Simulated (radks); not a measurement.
Valence configurations of Pt2+ (all share [Xe]). All-electron calculation, Dirac Kohn-Sham, PBE, spin-unpolarised, spherical densities, point nucleus; open shells fill j = l - 1/2 first. Program: a radial shooting solver on a logarithmic mesh with Libxc functionals. Energies are relative to 4f14 5d8; eigenvalues in eV.

valence           E (eV)  e(4f5/2)  e(4f7/2)  e(5d3/2)  e(5d5/2)  e(6p1/2)
4f14 5d8           0.000   -92.576   -89.122   -26.670   -25.171         -
4f13.5 5d8 6s0.5  35.161   -100.07   -96.559   -28.760   -27.148         -
4f13 5d8 6p1      80.880   -109.01   -105.44   -32.040   -30.298   -17.233
4f11 5d10 6p1     251.82   -133.30   -129.50   -35.489   -33.456   -17.622
4f13 5d8.5 6p0.5  74.610   -106.49   -102.92   -30.144   -28.452   -16.437
4f12.5 5d9 6s0.5  109.58   -111.77   -108.14   -30.406   -28.650         -
4f13 5d8 6s1      73.681   -107.79   -104.22   -30.944   -29.219         -
4f14 5d7 6s1       3.660   -96.193   -92.737   -29.214   -27.634         -
4f13 5d8.5 6s0.5  71.111   -105.88   -102.31   -29.585   -27.902         -
4f13.5 5d7 6s1.5  40.017   -103.87   -100.36   -31.425   -29.731         -

NIST lists [Xe] 4f14 5d8 as the ground configuration; this level of theory agrees among the configurations tried. The energies are those of spherical spin-averaged densities, not of single terms.
